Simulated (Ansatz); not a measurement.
Geometry optimisation, Ansatz 0.2.0, RKS PBE0-D4/def2-SVP.

Input:

```yaml
crystal:
  periodic: [false, false, false]
  atoms:
    - { symbol: Si, position_ang: [-1.2444, -1.4857, 0.8366] }
    - { symbol: C, position_ang: [0.4757, -0.8889, 0.6164] }
    - { symbol: B, position_ang: [0.6196, -0.11, -0.7749] }
    - { symbol: O, position_ang: [-0.024, 1.1269, -1.0268] }
    - { symbol: P, position_ang: [0.9538, 2.3955, -0.5309] }
    - { symbol: H, position_ang: [-2.1787, -0.2509, 0.8287] }
    - { symbol: H, position_ang: [-1.6365, -2.3301, -0.2806] }
    - { symbol: H, position_ang: [-1.3924, -2.1447, 2.092] }
    - { symbol: H, position_ang: [0.761, -0.1995, 1.4993] }
    - { symbol: H, position_ang: [1.1436, -1.7751, 0.6498] }
    - { symbol: H, position_ang: [1.3571, -0.5501, -1.5726] }
    - { symbol: H, position_ang: [2.17141, 1.64922, -0.59763] }
    - { symbol: H, position_ang: [0.75617, 2.14147, 0.94745] }
basis:
  gaussian: { orbitals: def2-SVP }
hamiltonian:
  xc: pbe0
  dispersion: d4
relax:
  f_tol: 0.015
  max_steps: 40
```

Launched with:

```bash
$ ansatz run input.yaml --threads 2 --pin off --max-ram 3072MiB --backend cpu --events-out ev --progress --plain --runs-dir out
```

Where does it end, and by what steps?

The run ended unconverged. After 39 steps the energy has fallen by 0.844 eV; H12 moved furthest, 2.10 Å.

| step | energy less start (eV) | largest force component (eV/Å) | accepted |
| --- | --- | --- | --- |
| 0 | 0.0000 | 1.915 | yes |
| 2 | -0.4047 | 0.549 | yes |
| 4 | -0.4698 | 0.278 | yes |
| 6 | -0.5083 | 0.436 | yes |
| 8 | -0.5653 | 0.333 | yes |
| 10 | -0.6074 | 1.187 | yes |
| 12 | -0.7583 | 0.470 | yes |
| 14 | -0.7908 | 0.130 | yes |
| 16 | -0.8011 | 0.211 | yes |
| 18 | -0.8130 | 0.336 | yes |
| 20 | -0.8248 | 0.110 | yes |
| 22 | -0.8271 | 0.097 | yes |
| 24 | -0.8299 | 0.236 | yes |
| 26 | -0.8348 | 0.039 | yes |
| 28 | -0.8352 | 0.313 | no |
| 30 | -0.8377 | 0.034 | yes |
| 32 | -0.8387 | 0.202 | no |
| 34 | -0.8403 | 0.069 | yes |
| 36 | -0.8415 | 0.098 | yes |
| 38 | -0.8432 | 0.143 | yes |
| 39 | -0.8440 | 0.078 | yes |

```xyz
13
Properties=species:S:1:pos:R:3
Si -1.392 -1.364 0.741
C 0.476 -1.068 0.689
B 0.884 -0.467 -0.694
O 1.054 0.861 -0.938
P 0.839 2.082 0.209
H -2.133 -0.083 0.526
H -1.798 -2.328 -0.327
H -1.791 -1.927 2.067
H 0.725 -0.429 1.554
H 0.940 -2.058 0.829
H 1.029 -1.177 -1.667
H 0.705 3.149 -0.737
H 2.225 2.388 0.434
```

The run took 53 s on 2 threads of AMD EPYC 9R45 96-Core Processor (Zen 5), on a shared host, peak memory 0.3 GiB.
